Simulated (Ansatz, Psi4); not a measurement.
Interaction energy of HF ··· CH3Br (SMILES F and CBr). Monomers: optimised at B3LYP-D3(BJ) (def2-TZVP), held rigid. Orientation: lowest of the rigid-body minima from ten starts at GFN2-xTB. Only R, the distance of the centres of mass, is varied, so the lowest point isn't the relaxed dimer.

Levels of theory: PBE/def2-TZVP, counterpoise-corrected (Psi4); PBE-D3(BJ)/def2-TZVP, counterpoise-corrected (Psi4); M06-2X/def2-TZVP, counterpoise-corrected (Psi4); CCSD(T)/aug-cc-pVTZ = CCSD(T) on RHF/aug-cc-pVTZ, cores with 3d frozen, counterpoise-corrected (Ansatz, a quantum-chemistry and plane-wave program).

Interaction energies in kcal/mol; the last columns give the difference from CCSD(T):

```json
[
 {"R / Å": "2.45", "PBE/def2-TZVP": "10.10", "PBE-D3(BJ)/def2-TZVP": "9.23", "M06-2X/def2-TZVP": "10.53", "CCSD(T)/aug-cc-pVTZ": "12.05", "PBE/def2-TZVP − CCSD(T)/aug-cc-pVTZ": "-1.95", "PBE-D3(BJ)/def2-TZVP − CCSD(T)/aug-cc-pVTZ": "-2.82", "M06-2X/def2-TZVP − CCSD(T)/aug-cc-pVTZ": "-1.52"},
 {"R / Å": "2.76", "PBE/def2-TZVP": "-1.18", "PBE-D3(BJ)/def2-TZVP": "-1.97", "M06-2X/def2-TZVP": "-1.54", "CCSD(T)/aug-cc-pVTZ": "-0.45", "PBE/def2-TZVP − CCSD(T)/aug-cc-pVTZ": "-0.73", "PBE-D3(BJ)/def2-TZVP − CCSD(T)/aug-cc-pVTZ": "-1.52", "M06-2X/def2-TZVP − CCSD(T)/aug-cc-pVTZ": "-1.09"},
 {"R / Å": "2.87", "PBE/def2-TZVP": "-2.65", "PBE-D3(BJ)/def2-TZVP": "-3.41", "M06-2X/def2-TZVP": "-3.11", "CCSD(T)/aug-cc-pVTZ": "-2.14", "PBE/def2-TZVP − CCSD(T)/aug-cc-pVTZ": "-0.50", "PBE-D3(BJ)/def2-TZVP − CCSD(T)/aug-cc-pVTZ": "-1.27", "M06-2X/def2-TZVP − CCSD(T)/aug-cc-pVTZ": "-0.97"},
 {"R / Å": "3.12", "PBE/def2-TZVP": "-3.83", "PBE-D3(BJ)/def2-TZVP": "-4.51", "M06-2X/def2-TZVP": "-4.27", "CCSD(T)/aug-cc-pVTZ": "-3.61", "PBE/def2-TZVP − CCSD(T)/aug-cc-pVTZ": "-0.22", "PBE-D3(BJ)/def2-TZVP − CCSD(T)/aug-cc-pVTZ": "-0.90", "M06-2X/def2-TZVP − CCSD(T)/aug-cc-pVTZ": "-0.66"},
 {"R / Å": "3.39", "PBE/def2-TZVP": "-3.60", "PBE-D3(BJ)/def2-TZVP": "-4.18", "M06-2X/def2-TZVP": "-3.87", "CCSD(T)/aug-cc-pVTZ": "-3.51", "PBE/def2-TZVP − CCSD(T)/aug-cc-pVTZ": "-0.09", "PBE-D3(BJ)/def2-TZVP − CCSD(T)/aug-cc-pVTZ": "-0.68", "M06-2X/def2-TZVP − CCSD(T)/aug-cc-pVTZ": "-0.36"},
 {"R / Å": "3.58", "PBE/def2-TZVP": "-3.16", "PBE-D3(BJ)/def2-TZVP": "-3.67", "M06-2X/def2-TZVP": "-3.31", "CCSD(T)/aug-cc-pVTZ": "-3.10", "PBE/def2-TZVP − CCSD(T)/aug-cc-pVTZ": "-0.06", "PBE-D3(BJ)/def2-TZVP − CCSD(T)/aug-cc-pVTZ": "-0.57", "M06-2X/def2-TZVP − CCSD(T)/aug-cc-pVTZ": "-0.21"},
 {"R / Å": "3.83", "PBE/def2-TZVP": "-2.53", "PBE-D3(BJ)/def2-TZVP": "-2.95", "M06-2X/def2-TZVP": "-2.61", "CCSD(T)/aug-cc-pVTZ": "-2.50", "PBE/def2-TZVP − CCSD(T)/aug-cc-pVTZ": "-0.04", "PBE-D3(BJ)/def2-TZVP − CCSD(T)/aug-cc-pVTZ": "-0.45", "M06-2X/def2-TZVP − CCSD(T)/aug-cc-pVTZ": "-0.12"},
 {"R / Å": "4.07", "PBE/def2-TZVP": "-2.01", "PBE-D3(BJ)/def2-TZVP": "-2.34", "M06-2X/def2-TZVP": "-2.09", "CCSD(T)/aug-cc-pVTZ": "-1.98", "PBE/def2-TZVP − CCSD(T)/aug-cc-pVTZ": "-0.03", "PBE-D3(BJ)/def2-TZVP − CCSD(T)/aug-cc-pVTZ": "-0.36", "M06-2X/def2-TZVP − CCSD(T)/aug-cc-pVTZ": "-0.10"},
 {"R / Å": "4.68", "PBE/def2-TZVP": "-1.09", "PBE-D3(BJ)/def2-TZVP": "-1.26", "M06-2X/def2-TZVP": "-1.19", "CCSD(T)/aug-cc-pVTZ": "-1.10", "PBE/def2-TZVP − CCSD(T)/aug-cc-pVTZ": "0.01", "PBE-D3(BJ)/def2-TZVP − CCSD(T)/aug-cc-pVTZ": "-0.16", "M06-2X/def2-TZVP − CCSD(T)/aug-cc-pVTZ": "-0.09"},
 {"R / Å": "5.38", "PBE/def2-TZVP": "-0.57", "PBE-D3(BJ)/def2-TZVP": "-0.65", "M06-2X/def2-TZVP": "-0.62", "CCSD(T)/aug-cc-pVTZ": "-0.60", "PBE/def2-TZVP − CCSD(T)/aug-cc-pVTZ": "0.03", "PBE-D3(BJ)/def2-TZVP − CCSD(T)/aug-cc-pVTZ": "-0.04", "M06-2X/def2-TZVP − CCSD(T)/aug-cc-pVTZ": "-0.02"},
 {"R / Å": "6.24", "PBE/def2-TZVP": "-0.30", "PBE-D3(BJ)/def2-TZVP": "-0.33", "M06-2X/def2-TZVP": "-0.32", "CCSD(T)/aug-cc-pVTZ": "-0.32", "PBE/def2-TZVP − CCSD(T)/aug-cc-pVTZ": "0.02", "PBE-D3(BJ)/def2-TZVP − CCSD(T)/aug-cc-pVTZ": "-0.01", "M06-2X/def2-TZVP − CCSD(T)/aug-cc-pVTZ": "0.00"},
 {"R / Å": "7.64", "PBE/def2-TZVP": "-0.14", "PBE-D3(BJ)/def2-TZVP": "-0.15", "M06-2X/def2-TZVP": "-0.15", "CCSD(T)/aug-cc-pVTZ": "-0.14", "PBE/def2-TZVP − CCSD(T)/aug-cc-pVTZ": "0.01", "PBE-D3(BJ)/def2-TZVP − CCSD(T)/aug-cc-pVTZ": "0.00", "M06-2X/def2-TZVP − CCSD(T)/aug-cc-pVTZ": "-0.01"}
]
```

PBE/def2-TZVP is furthest from CCSD(T)/aug-cc-pVTZ at 2.45 (-1.95 kcal/mol, below); its mean absolute difference over the points is 0.31 kcal/mol.

PBE-D3(BJ)/def2-TZVP is furthest from CCSD(T)/aug-cc-pVTZ at 2.45 (-2.82 kcal/mol, below); its mean absolute difference over the points is 0.73 kcal/mol.

M06-2X/def2-TZVP is furthest from CCSD(T)/aug-cc-pVTZ at 2.45 (-1.52 kcal/mol, below); its mean absolute difference over the points is 0.43 kcal/mol.
